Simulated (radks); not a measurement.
Task: The hafnium ion Hf3+ is in [Xe] 4f14 5d1. Method: non-relativistic Kohn-Sham, PBE, spin-polarised, spherical densities, point nucleus; computed with a radial shooting solver on a logarithmic mesh with Libxc functionals. Open shells are filled with parallel spins first. One electron is removed from 5d, 4f, 5p, 5s in turn, with full relaxation. Which removal costs least, and what does each cost?

Result: 5d 33.968 eV; 4f 61.519 eV; 5p 66.872 eV; 5s 89.632 eV. The 5d electron leaves first.
